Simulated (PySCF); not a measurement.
C₄H₁₀Be, singlet, geometry from GFN2-xTB (such geometries of metal compounds can be far from the true shape); CAMB3LYP/STO-3G run with PySCF.

PySCF was given this input:
```python
from pyscf import gto, scf, dft

mol = gto.Mole()
mol.atom = '''
    Be   -0.09081034    0.01872497    0.20027093
    C     1.32070666   -0.71148577    0.89772379
    C     1.44251605   -2.21968855    0.60334143
    H     1.37529665   -0.60868911    1.98748926
    H     2.25915027   -0.25807647    0.55825464
    H     1.49397659   -2.40834793   -0.46683900
    H     0.58806175   -2.76629205    0.99669622
    H     2.34312134   -2.63409640    1.05933065
    C    -1.49422068    0.74726413   -0.51506015
    C    -1.24962784    2.17991526   -1.02873242
    H    -2.35133980    0.80994789    0.16505276
    H    -1.89302523    0.18258197   -1.36569797
    H    -0.47127846    2.19746894   -1.78859478
    H    -0.94010612    2.83888312   -0.22030607
    H    -2.15686075    2.59568972   -1.47010527
'''
mol.basis = 'sto-3g'
mol.verbose = 4
mol.build()

mf = dft.RKS(mol)
mf.xc = 'camb3lyp'
mf.level_shift = 0.1
mf.max_cycle = 100
mf.kernel()
```

What the program printed (banner, timings and long lists left out):

```
PySCF version 2.14.0

[INPUT] verbose = 4
[INPUT] num. atoms = 15
[INPUT] num. electrons = 38
[INPUT] charge = 0
[INPUT] spin (= nelec alpha-beta = 2S) = 0
[INPUT] symmetry False subgroup None
[INPUT] Mole.unit = angstrom
[INPUT] Symbol           X                Y                Z      unit          X                Y                Z       unit  Magmom
[INPUT]  1 Be    -0.090810340000   0.018724970000   0.200270930000 AA   -0.171606671879   0.035385064991   0.378457208412 Bohr   0.0
[INPUT]  2 C      1.320706660000  -0.711485770000   0.897723790000 AA    2.495773878289  -1.344513246825   1.696452098607 Bohr   0.0
[INPUT]  3 C      1.442516050000  -2.219688550000   0.603341430000 AA    2.725960264789  -4.194603441333   1.140150062303 Bohr   0.0
[INPUT]  4 H      1.375296650000  -0.608689110000   1.987489260000 AA    2.598934008532  -1.150255712905   3.755810376914 Bohr   0.0
[INPUT]  5 H      2.259150270000  -0.258076470000   0.558254640000 AA    4.269175284537  -0.487693847495   1.054948377368 Bohr   0.0
[INPUT]  6 H      1.493976590000  -2.408347930000  -0.466839000000 AA    2.823206591612  -4.551118000363  -0.882197854266 Bohr   0.0
[INPUT]  7 H      0.588061750000  -2.766292050000   0.996696220000 AA    1.111275651832  -5.227534355062   1.883482885189 Bohr   0.0
[INPUT]  8 H      2.343121340000  -2.634096400000   1.059330650000 AA    4.427857609224  -4.977720781703   2.001844803857 Bohr   0.0
[INPUT]  9 C     -1.494220680000   0.747264130000  -0.515060150000 AA   -2.823667854861   1.412124548411  -0.973322621177 Bohr   0.0
[INPUT] 10 C     -1.249627840000   2.179915260000  -1.028732420000 AA   -2.361454375232   4.119442816160  -1.944022529261 Bohr   0.0
[INPUT] 11 H     -2.351339800000   0.809947890000   0.165052760000 AA   -4.443388247790   1.530579687269   0.311904512504 Bohr   0.0
[INPUT] 12 H     -1.893025230000   0.182581970000  -1.365697970000 AA   -3.577299231592   0.345029918584  -2.580795132174 Bohr   0.0
[INPUT] 13 H     -0.471278460000   2.197468940000  -1.788594780000 AA   -0.890587217807   4.152614463838  -3.379954282027 Bohr   0.0
[INPUT] 14 H     -0.940106120000   2.838883120000  -0.220306070000 AA   -1.776543094827   5.364711596451  -0.416318135879 Bohr   0.0
[INPUT] 15 H     -2.156860750000   2.595689720000  -1.470105270000 AA   -4.075876106324   4.905142675149  -2.778096334580 Bohr   0.0

nuclear repulsion = 138.343998193374
number of shells = 25
number of NR pGTOs = 105
number of NR cGTOs = 35
basis = sto-3g
ecp = {}

******** <class 'pyscf.dft.rks.RKS'> ********
method = RKS
initial guess = minao
damping factor = 0
level_shift factor = 0.1
DIIS = <class 'pyscf.scf.diis.CDIIS'>
diis_start_cycle = 1
diis_space = 8
diis_damp = 0
SCF conv_tol = 1e-09
SCF conv_tol_grad = None
SCF max_cycles = 100
direct_scf = True
direct_scf_tol = 1e-13
XC library pyscf.dft.libxc version 7.1.2
    S. Lehtola, C. Steigemann, M. J. T. Oliveira, and M. A. L. Marques,  SoftwareX 7, 1–5 (2018)
XC functionals = camb3lyp
    T. Yanai, D. P. Tew, and N. C. Handy,  Chem. Phys. Lett. 393, 51 (2004)
radial grids:
    Treutler-Ahlrichs [JCP 102, 346 (1995); DOI:10.1063/1.469408] (M4) radial grids

becke partition: Becke, JCP 88, 2547 (1988); DOI:10.1063/1.454033
pruning grids: <function nwchem_prune>
grids dens level: 3
symmetrized grids: False
atomic radii adjust function: <function treutler_atomic_radii_adjust>
small_rho_cutoff = 0
Set gradient conv threshold to 3.16228e-05
Initial guess from minao.
tot grids = 168280
init E= -171.156420901876
  HOMO = -0.204906865329563  LUMO = 0.159843949128153  gap/eV = 9.92538
cycle= 1 E= -170.962869415914  delta_E= 0.194  |g|= 0.21  |ddm|= 4.43
  HOMO = -0.252732740290572  LUMO = 0.248719522172529  gap/eV = 13.64521
cycle= 2 E= -170.97991614875  delta_E= -0.017  |g|= 0.0767  |ddm|= 0.444
  HOMO = -0.278350425924505  LUMO = 0.242774279407706  gap/eV = 14.18053
cycle= 3 E= -170.982324807747  delta_E= -0.00241  |g|= 0.0198  |ddm|= 0.141
  HOMO = -0.275150363828539  LUMO = 0.242825073143323  gap/eV = 14.09483
cycle= 4 E= -170.98252090273  delta_E= -0.000196  |g|= 0.00299  |ddm|= 0.0451
  HOMO = -0.275126051475988  LUMO = 0.242823618160659  gap/eV = 14.09413
cycle= 5 E= -170.982526228744  delta_E= -5.33e-06  |g|= 0.00075  |ddm|= 0.00736
  HOMO = -0.275167925733226  LUMO = 0.242760724523111  gap/eV = 14.09356
cycle= 6 E= -170.982526606344  delta_E= -3.78e-07  |g|= 0.000136  |ddm|= 0.00184
  HOMO = -0.275175844625782  LUMO = 0.242748035277302  gap/eV = 14.09343
cycle= 7 E= -170.982526626984  delta_E= -2.06e-08  |g|= 2.83e-05  |ddm|= 0.000434
  HOMO = -0.275173008306079  LUMO = 0.242752951423457  gap/eV = 14.09348
cycle= 8 E= -170.982526627996  delta_E= -1.01e-09  |g|= 6.44e-06  |ddm|= 9.27e-05
  HOMO = -0.275173229292967  LUMO = 0.242752221785241  gap/eV = 14.09347
cycle= 9 E= -170.982526628058  delta_E= -6.25e-11  |g|= 1.73e-06  |ddm|= 2.15e-05
  HOMO = -0.275173140410036  LUMO = 0.142752513933228  gap/eV = 11.37234
Extra cycle  E= -170.982526628063  delta_E= -4.15e-12  |g|= 6.78e-07  |ddm|= 5.38e-06
converged SCF energy = -170.982526628063
```
